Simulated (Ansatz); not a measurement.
Basis-set extrapolation for C₂H₈B₂S (PBE0-D4/def2-TZVP geometry, frozen core, the Gaussian-basis code of Ansatz). Multiplicity 1, RHF reference.

```json
{"": "HF", "def2-TZVPP": "-527.333597", "def2-QZVPP": "-527.350977"}
{"": "MP2 correlation", "def2-TZVPP": "-0.767228", "def2-QZVPP": "-0.817513"}
{"": "CCSD(T) correlation", "def2-TZVPP": "-0.856494", "def2-QZVPP": "not run"}
```

Energies in hartree. Use E(X) = E(∞) + A·exp(−7.88·√X) for Hartree–Fock and E(X) = E(∞) + B·X^(−2.97) for correlation, with X = 3 and 4, and add CCSD(T) minus MP2 of the smaller set to the MP2 limit.

Q: What is the CCSD(T) energy at the basis-set limit?

A: HF limit: -527.350977 + (-0.017380) × 0.13774 = -527.35337. MP2 limit: -0.817513 + (-0.050285) × 0.74074 = -0.85476. Higher-order term: -0.856494 − (-0.767228) = -0.08927. Total: -528.29740 hartree, 67.3 kcal/mol below CCSD(T)/def2-TZVPP.
